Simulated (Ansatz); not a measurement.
The In1–I4 bond of H2IIn (SMILES [InH2][I]) is stretched (multiplicity 1, the rest rigid).
Geometry at rest (charge 0, multiplicity 1):
```xyz
4

In    -0.726    -1.136     0.200
H     -0.070    -2.174     1.394
H     -2.119    -1.247    -0.793
I      0.713     1.114    -0.196
```

Cores are frozen in the correlated methods. Filled d and f shells under p-block atoms count as core.

Programs: Ansatz (Gaussian basis) for Hartree–Fock, density functionals and correlated methods. Values without a source in brackets are computed. In def2 rows elements past Kr take small-core potentials, without spin–orbit coupling.

FIC-MRCISD+Q on CASSCF(6,4)/def2-TZVPP, total energies (hartree):

```
R (Å)       CASSCF       MRCISD  weight c² of the reference
-----  -----------  -----------  --------------------------
2.700  -487.084798  -487.296340                     0.89836
4.725  -486.986411  -487.189019                     0.89859
8.640  -486.975653  -487.175149                     0.90060
```

Task: Add the Davidson correction (E_MRCISD − E_CASSCF)(1 − c²)/c² and give the energies above the first point at the three levels.

Result: 
Corrections (hartree): -0.023935, -0.022864, -0.022017. Above the first point (kcal/mol):
- R = 4.725 Å: CASSCF 61.7, MRCISD 67.3, with the correction 68.0
- R = 8.640 Å: CASSCF 68.5, MRCISD 76.0, with the correction 77.3

Doubts at one or more of the structures used: active orbitals that take no part (FIC-MRCISD+Q on CASSCF(6,4)/def2-TZVPP).

Ansatz is a program for electronic structure.
